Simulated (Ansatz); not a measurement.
Br2GaH3OSi, SMILES `[SiH3][O][Ga]([Br])[Br]`, charge 0, multiplicity 1.

(1) Give a relaxed structure at PBE0-D4/def2-TZVP (Ansatz 0.2.0). (Estimate.)

## Answers

(1) The calculation gave: 
Cartesian coordinates in Å:
```
Si 0.5145 -0.7513 -1.1478
O -0.3971 0.3963 -0.4079
Ga -0.6987 0.9720 1.2248
Br -2.1547 2.6691 1.5074
Br 0.3682 0.0081 2.9724
H -0.2074 -2.0508 -1.1548
H 0.7592 -0.3137 -2.5443
H 1.8161 -0.9297 -0.4497
```
